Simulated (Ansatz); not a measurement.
All numbers were calculated with Ansatz.

Basis-set series for H₃O₂Sb (`[OH][SbH][OH]`). Total charge 0; spin multiplicity 1. Sb takes the def2 core potential. Geometry: relaxed with PBE0-D4/def2-TZVP. It is one conformer, not always the lowest.

```xyz
6

O     0.8653   -1.1204    0.6177
Sb   -0.2552   -0.3068   -0.7721
O    -0.6379    1.4023    0.1118
H     1.7962   -1.0899    0.3833
H    -1.6542   -1.0019   -0.0811
H    -0.1143    2.1167   -0.2596
```

```json
{"functional": "PBE0-D4", "basis": "def2-SVP", "functions": "69", "energy (Eh)": "-392.22421", "HOMO (eV)": "-7.12", "LUMO (eV)": "-0.49"}
{"functional": "PBE0-D4", "basis": "def2-TZVPP", "functions": "154", "energy (Eh)": "-392.44396", "HOMO (eV)": "-7.35", "LUMO (eV)": "-0.85"}
{"functional": "ωB97M-V", "basis": "def2-SVP", "functions": "69", "energy (Eh)": "-392.28473", "HOMO (eV)": "-9.23", "LUMO (eV)": "1.38"}
{"functional": "ωB97M-V", "basis": "def2-TZVPP", "functions": "154", "energy (Eh)": "-392.51072", "HOMO (eV)": "-9.50", "LUMO (eV)": "0.81"}
```

Problem. Give the rows for def2-QZVPP. (An estimate is asked.)

Solution. The calculation gave: 
| functional | basis | functions | energy (Eh) | HOMO (eV) | LUMO (eV) |
| --- | --- | --- | --- | --- | --- |
| PBE0-D4 | def2-QZVPP | 286 | -392.45726 | -7.41 | -0.96 |
| ωB97M-V | def2-QZVPP | 286 | -392.52399 | -9.56 | 0.60 |

Positive LUMOs are unbound and depend on the basis.
